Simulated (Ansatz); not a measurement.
Relaxation of C2H7FGeOSi (13 atoms, charge 0, multiplicity 1), to a largest force component of 0.015 eV/Å in at most 40 steps.

These are results of RKS PBE0-D4/def2-SVP (Ansatz), not measurements.

```xyz
13
Properties=species:S:1:pos:R:3
O -2.429 -1.014 0.126
Si -0.894 -1.056 0.760
C 0.071 0.387 0.138
Ge 1.757 0.052 -0.895
C -0.252 1.638 0.404
F -1.364 1.938 1.156
H -2.328 -1.058 -0.861
H -0.219 -2.296 0.335
H -0.953 -0.993 2.271
H 1.950 -1.431 -1.051
H 1.578 0.771 -2.255
H 2.886 0.709 -0.085
H 0.295 2.500 0.038
```

Q: Where does it end, and by what steps?

A: The forces met the threshold. The force dipped under the threshold on the way, but the program's further checks kept it going. After 30 steps the energy has fallen by 0.309 eV; H10 moved furthest, 1.28 Å.

```json
{"step": "0", "energy less start (eV)": "0.0000", "largest force component (eV/Å)": "1.460", "accepted": "yes"}
{"step": "2", "energy less start (eV)": "-0.1715", "largest force component (eV/Å)": "0.927", "accepted": "no"}
{"step": "4", "energy less start (eV)": "-0.2359", "largest force component (eV/Å)": "0.180", "accepted": "yes"}
{"step": "6", "energy less start (eV)": "-0.2422", "largest force component (eV/Å)": "0.047", "accepted": "yes"}
{"step": "8", "energy less start (eV)": "-0.2426", "largest force component (eV/Å)": "0.014", "accepted": "yes"}
{"step": "10", "energy less start (eV)": "-0.2429", "largest force component (eV/Å)": "0.131", "accepted": "no"}
{"step": "12", "energy less start (eV)": "-0.2441", "largest force component (eV/Å)": "0.128", "accepted": "yes"}
{"step": "14", "energy less start (eV)": "-0.2457", "largest force component (eV/Å)": "0.123", "accepted": "yes"}
{"step": "16", "energy less start (eV)": "-0.2524", "largest force component (eV/Å)": "0.134", "accepted": "yes"}
{"step": "18", "energy less start (eV)": "-0.2755", "largest force component (eV/Å)": "0.226", "accepted": "yes"}
{"step": "20", "energy less start (eV)": "-0.2966", "largest force component (eV/Å)": "0.247", "accepted": "yes"}
{"step": "22", "energy less start (eV)": "-0.3053", "largest force component (eV/Å)": "0.105", "accepted": "yes"}
{"step": "24", "energy less start (eV)": "-0.3084", "largest force component (eV/Å)": "0.025", "accepted": "yes"}
{"step": "26", "energy less start (eV)": "-0.3090", "largest force component (eV/Å)": "0.028", "accepted": "yes"}
{"step": "28", "energy less start (eV)": "-0.3092", "largest force component (eV/Å)": "0.017", "accepted": "yes"}
{"step": "30", "energy less start (eV)": "-0.3093", "largest force component (eV/Å)": "0.011", "accepted": "yes"}
```

```xyz
13
Properties=species:S:1:pos:R:3
O -2.306 -1.305 0.244
Si -0.817 -1.003 0.928
C 0.095 0.413 0.099
Ge 1.720 0.113 -0.919
C -0.357 1.665 0.201
F -1.461 1.977 0.877
H -2.320 -1.474 -0.702
H 0.082 -2.195 0.814
H -1.090 -0.707 2.358
H 1.436 -0.863 -2.077
H 2.211 1.457 -1.490
H 2.808 -0.496 -0.019
H 0.097 2.565 -0.235
```

Whether the end is a true minimum wasn't checked by a vibrational analysis.

Run time: 2.7 min on 2 threads of Intel(R) Xeon(R) Platinum 8488C (Sapphire Rapids), on a shared host, peak memory 0.46 GiB.
